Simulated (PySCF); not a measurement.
Si(Me)2(Cl)2 (C₂H₆Cl₂Si), SMILES C[Si](C)(Cl)Cl.

Coordinates come from a TPSSh-D3(BJ)/def2-SVP optimisation. The isomer is the one that the SMILES or the coordinates give; other isomers of the formula were not compared.

Level of theory: TDA-PBE/def2-SVPD (PySCF 2.14.0).

Vertical excitations. Gas-phase values at a fixed geometry. State labels are in the subgroup C2v.

Computed lowest excited states:
```csv
state,symmetry,energy (eV),λ (nm),f,main pairs
S1,B2,6.94,179,0.070,HOMO→LUMO 98 %
S2,B1,7.19,172,0.041,"HOMO−1→LUMO 80 %, HOMO−1→LUMO+1 20 %"
S3,B2,7.21,172,0.023,HOMO→LUMO+1 99 %
S4,A2,7.37,168,0.000,"HOMO−2→LUMO 81 %, HOMO→LUMO+2 18 %"
S5,A2,7.49,165,0.000,"HOMO→LUMO+2 77 %, HOMO−2→LUMO 14 %"
S6,B1,7.57,164,0.023,"HOMO−1→LUMO+1 77 %, HOMO−1→LUMO 17 %"
S7,A1,7.60,163,0.030,"HOMO−3→LUMO 75 %, HOMO−1→LUMO+2 22 %"
S8,A2,7.69,161,0.000,HOMO−2→LUMO+1 89 %
S9,A1,7.77,160,0.052,"HOMO−1→LUMO+2 69 %, HOMO−3→LUMO 13 %, HOMO−3→LUMO+1 12 %"
S10,A1,7.92,156,0.000,HOMO−3→LUMO+1 85 %
T1,B2,6.68,186,0,HOMO→LUMO 98 %
T2,B1,6.86,181,0,HOMO−1→LUMO 95 %
T3,B2,7.06,176,0,HOMO→LUMO+1 98 %
T4,A2,7.11,174,0,"HOMO−2→LUMO 69 %, HOMO→LUMO+2 29 %"
```
Triplets are in the Tamm–Dancoff approximation.
